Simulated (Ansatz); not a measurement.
H₄Au₃. The state is a doublet with charge 0. Geometry PBE-D4/def2-TZVP; atoms count from 1.

```xyz
7

Au   -0.0036    0.0037   -0.0002
Au   -1.4852   -0.7924   -2.0627
Au    1.4879    0.7861    2.0604
H     2.0328    0.3028    3.4732
H    -2.0264   -0.3049   -3.4755
H    -0.8879   -1.3974   -0.4288
H     0.8823    1.4022    0.4335
```

In the def2 sets Au takes a core potential; there is no spin–orbit coupling. No other spin state of charge 0 was run. The structure comes from a short search, and lower isomers may exist.

Q: Estimate the Mulliken populations from the PBE0/def2-TZVP orbitals of Ansatz.

A: 
```json
{"atom": "Au1", "charge (e)": "-0.21", "spin (α − β)": "0.12", "d electrons": "9.58"}
{"atom": "Au2", "charge (e)": "0.28", "spin (α − β)": "0.25", "d electrons": "9.59"}
{"atom": "Au3", "charge (e)": "0.28", "spin (α − β)": "0.25", "d electrons": "9.59"}
{"atom": "H4", "charge (e)": "-0.04", "spin (α − β)": "0.18", "d electrons": "–"}
{"atom": "H5", "charge (e)": "-0.04", "spin (α − β)": "0.18", "d electrons": "–"}
{"atom": "H6", "charge (e)": "-0.13", "spin (α − β)": "0.01", "d electrons": "–"}
{"atom": "H7", "charge (e)": "-0.13", "spin (α − β)": "0.01", "d electrons": "–"}
```
Mulliken values and Mayer orders depend strongly on the basis.

Q: Where does the spin sit?

A: Summed by element: Au 0.62, H 0.38, of 1 unpaired in all. Largest on single atoms: Au3 0.25, Au2 0.25, H5 0.18.

Q: And the Mayer bond orders between bonded heavy atoms (over 0.3)?

A: Au1–Au2 0.48 (2.66 Å); Au1–Au3 0.48 (2.66 Å).
